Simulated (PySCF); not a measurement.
Unrelated species, one level of theory. Method: TDDFT wB97X-D/def2-SVPD, vertical, gas phase, core orbitals frozen in the response (PySCF 2.14.0, density-fitted response routines). Geometries: GFN2-xTB; one conformer of each isolated species. Triplets are in the Tamm–Dancoff approximation. 'Strongest' means the level of largest summed f among the lowest 8 singlets; it needn't be the same kind of state in each.

Question: Rank by computed energy of the strongest computed level, lowest first.
A. `Fc1ccc2cnnn2c1`
B. `CNC=O`
C. `ClC(=O)/C(C)=C\OC`
D. `c12[nH]nnc1cccc2F`
E. `c1cncpc1`

Answer: C (5.07 eV), A (6.38 eV), D (6.77 eV), E (7.03 eV), B (7.84 eV).

| SMILES | strongest (eV) | T1 (eV) | LUMO (eV) | first f ≥ 0.01 (nm) | α (au) | S1 (eV) | S1 mainly |
| --- | --- | --- | --- | --- | --- | --- | --- |
| CO/C=C(/C)C(=O)Cl | 5.07 | 3.19 | 0.05 | 245 | 87.5 | 4.50 | H-1→L (92%) |
| Fc1ccc2cnnn2c1 | 6.38 | 3.11 | -0.08 | 281 | 88.1 | 4.42 | H→L (96%) |
| Fc1cccc2nn[nH]c12 | 6.77 | 3.72 | 0.21 | 242 | 86.6 | 5.12 | H→L (63%) |
| c1cncpc1 | 7.03 | 3.30 | -0.20 | 250 | 74.6 | 3.90 | H→L (98%) |
| CNC=O | 7.84 | 5.43 | 2.15 | 168 | 38.0 | 5.90 | H-1→L+1 (87%) |

H and L stand for HOMO and LUMO.

- `CO/C=C(/C)C(=O)Cl`: Löwdin shares by element: HOMO carbon 46% or more, oxygen 30% (atoms not listed hold the other 24%); LUMO carbon 58% or more, oxygen 18% or more (atoms not listed hold the other 24%).
- `Fc1ccc2cnnn2c1`: Löwdin shares by element: HOMO carbon 43% or more, nitrogen 18% or more (atoms not listed hold the other 39%); LUMO carbon 68% or more (atoms not listed hold the other 32%).
- `Fc1cccc2nn[nH]c12`: Löwdin shares by element: HOMO carbon 51% or more, nitrogen 11% or more (atoms not listed hold the other 38%); LUMO carbon 38% or more, nitrogen 22% or more (atoms not listed hold the other 40%).
- `c1cncpc1`: Löwdin shares by element: HOMO nitrogen 46%, phosphorus 22%, carbon 18% or more; LUMO carbon 47% or more, phosphorus 34% (atoms not listed hold the other 19%).
- `CNC=O`: Löwdin shares by element: HOMO (one of a set within 0.03 eV) nitrogen 40%, oxygen 33%, carbon 17%; LUMO carbon 45%, hydrogen 21% or more, nitrogen 9% (atoms not listed hold the other 26%).
